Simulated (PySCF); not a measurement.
A structure optimised at PBE0-D3(BJ)/def2-SVP, used in a PySCF frequency run:

```xyz
6

Al     1.0352    -0.0109     0.0000
As    -1.3629     0.0616     0.0000
H     -1.3853    -0.9902     1.1052
H     -1.3853    -0.9902    -1.1052
F      1.9050     0.0050    -1.4116
F      1.9050     0.0050     1.4116
```

Question: Write its SMILES, formula and point group.

Answer: [F][Al]([F])[AsH2], AlAsF2H2, Cs

Question: What are its rotational constants (standard atomic weights)?

Answer: 6.2890, 1.6202, 1.3028 GHz
